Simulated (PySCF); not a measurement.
Input file for PySCF: R-B3LYP/6-311+G** on C3H5N (SMILES [C-]#[N+]CC).

```python
from pyscf import gto, scf, dft, mp
from pyscf.data.elements import chemcore

mol = gto.M(
    atom='''
    C     2.31052358    1.08461653    0.41621425
    N     1.43579076    0.34672988    0.19888274
    C     0.34148914   -0.52731527   -0.06412176
    C    -0.98905228    0.21669386   -0.05374470
    H     0.51403855   -0.99970499   -1.03292422
    H     0.35126755   -1.31486711    0.69164003
    H    -1.80088606   -0.48220318   -0.25808474
    H    -1.16332417    0.67974292    0.91718905
    H    -0.99984708    0.99630735   -0.81505062
    ''',
    basis='6-311+g**',
    charge=0, spin=0, verbose=3, max_memory=1800)
mf = dft.RKS(mol, xc='b3lyp')
mf.conv_tol = 1e-8
mf.max_cycle = 100
mf.kernel()
if not mf.converged:
    mf = mf.newton().run(mf.mo_coeff, mf.mo_occ)
```

Q: What total energy does the run end on?

A: -172.0852 hartree.
